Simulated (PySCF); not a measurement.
## How the method moves the HOMO and LUMO of `NC(=O)C#C[SiH3]`

C3H5NOSi.
Structure used (PBE0-D3(BJ)/def2-SVP), in Å, numbered top down from 1:
```xyz
11
C3H5NOSi angstrom
N     -2.6018    0.3207    0.4293
C     -1.7535    0.1316   -0.6128
O     -2.1016    0.0739   -1.7718
C     -0.3487    0.0049   -0.2135
C      0.8297   -0.1070    0.0786
Si     2.6141   -0.2651    0.4803
H     -3.5912    0.3967    0.2302
H     -2.2781    0.3363    1.3854
H      3.1284   -1.5529   -0.0664
H      2.7911   -0.2435    1.9611
H      3.3521    0.8777   -0.1291
```

Basis pcSseg-2 throughout (PySCF), one geometry. Geometry: PBE0-D3(BJ)/def2-SVP, one conformer, isolated molecule.

**Question.** How do the orbital energies, the gap and the dipole change with the method?

**Answer.** 
| method | kind | HOMO (eV) | LUMO (eV) | gap (eV) | μ (D) | SCF cycles |
| --- | --- | --- | --- | --- | --- | --- |
| B97-2 | global hybrid | -7.63 | -1.50 | 6.14 | 3.81 | 15 |
| PBE0 | global hybrid | -7.93 | -1.46 | 6.47 | 3.83 | 15 |
| mPW1PW91 | global hybrid | -7.96 | -1.47 | 6.48 | 3.83 | 15 |
| BHandHLYP | global hybrid | -9.34 | -0.42 | 8.92 | 3.97 | 14 |
| CAM-B3LYP | range-separated hybrid | -9.37 | -0.34 | 9.03 | 3.90 | 14 |
| wB97X-D | range-separated hybrid | -9.82 | 0.31 | 10.13 | 3.86 | 15 |
| LC-wPBE | range-separated hybrid | -10.73 | 0.76 | 11.49 | 3.88 | 15 |

The HOMO spans 3.09 eV, from B97-2 down to LC-wPBE, and the gap runs from 6.14 eV (B97-2) to 11.49 eV (LC-wPBE). Over the methods B97-2 (21 %), PBE0 (25 %), mPW1PW91 (25 %), BHandHLYP (50 %), a straight line through the gap against the share of exact exchange rises by 0.97 eV for each 10 % (correlation coefficient 1.000). The dipole ranges from 3.81 D (B97-2) to 3.97 D (BHandHLYP). This basis has no diffuse functions.
